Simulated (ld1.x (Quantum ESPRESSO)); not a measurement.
**What one change does to a pseudopotential (Pr, TM)**

praseodymium (Pr), norm-conserving Troullier–Martins (Kleinman–Bylander form), made with ld1.x (Quantum ESPRESSO) 7.5 (PBE, scalar-relativistic). Core [Xe] 4f2, reference 5d1 6s1 6p0 (charge +1). Waves: 6s (bound): rc 2.90 bohr; 6p (bound, empty): rc 3.25 bohr; 5d (bound): rc 2.05 bohr. Local part: the d channel. Core correction: Bessel-smoothed model core inside 1.40 bohr.

All-electron outer shells of the reference configuration (PBE, scalar-relativistic, ld1.x):

```json
{"shell": "4f", "level (eV)": "-12.20", "outermost node (bohr)": "–", "outermost maximum (bohr)": "0.68"}
{"shell": "6s", "level (eV)": "-8.63", "outermost node (bohr)": "1.77", "outermost maximum (bohr)": "3.48"}
{"shell": "5d", "level (eV)": "-8.58", "outermost node (bohr)": "0.89", "outermost maximum (bohr)": "2.09"}
{"shell": "6p", "level (eV)": "-5.51", "outermost node (bohr)": "2.08", "outermost maximum (bohr)": "4.36"}
```

Change: core [Xe], valence charge 5; reference 4f3 5d0 6s2 6p0; waves now 6s (bound): rc 3.25 bohr; 6p (bound): rc 2.20 bohr; 5d (bound): rc 3.65 bohr; 4f (bound): rc 1.25 bohr; local potential the f channel; core correction a·sin(br)/r model core, default radius (core density twice the valence density).

Cutoffs: the cutoffs (Ry, on a coarse ladder) from which the occupation-weighted sum of valence levels, in a spherical-Bessel basis at the reference potential, stays within 10 and 1 mRy of its value at 400 Ry; they do not see the model core or the augmentation charge, which bear on the density cutoff. Errors are all-electron minus pseudo energies relative to the spin-unpolarised reference configuration.

Q: What does the change do?

A: The potential gets harder (12 Ry and 18 Ry → 200 Ry and 230 Ry); the bound ghosts move from p, s to d, p, s; the number of tests that count goes from 6 to 4. The added semicore shells are compact, so their waves need more plane waves. Several settings change at once here, so the effects cannot be laid on one of them.

| quantity | base | changed |
| --- | --- | --- |
| cutoff, loose | 12 Ry | 200 Ry |
| cutoff, tight | 18 Ry | 230 Ry |
| bound ghosts | s, p | s, p, d |
| tests counted (converged, no solver errors) | 6 of 7 | 4 of 7 |

Base: Tests not counted: 5d1 6s1 6p1 (solver errors, printed error +3.2 eV). Changed file: Tests not counted: 4f3 5d0 6s0 6p1 (solver errors, printed error -2.0 eV); 4f3 5d0 6s0 6p2 (solver errors, printed error -133 eV); 4f2 5d1 6s2 6p0 (pseudo-atom not self-consistent, printed error -124 eV). These tests converged, but a pseudo level misses the all-electron one widely, so the file describes the atom poorly there or has found another state: 4f2 5d0 6s0 6p0: 4f by 2.9 eV (a node warning on the way). A true bound ghost makes a file unfit for plane-wave use even where its test errors are small: the radial tests pick states by their node count and pass the ghost by. Where a test does run into it, the solver fails or the error is huge.
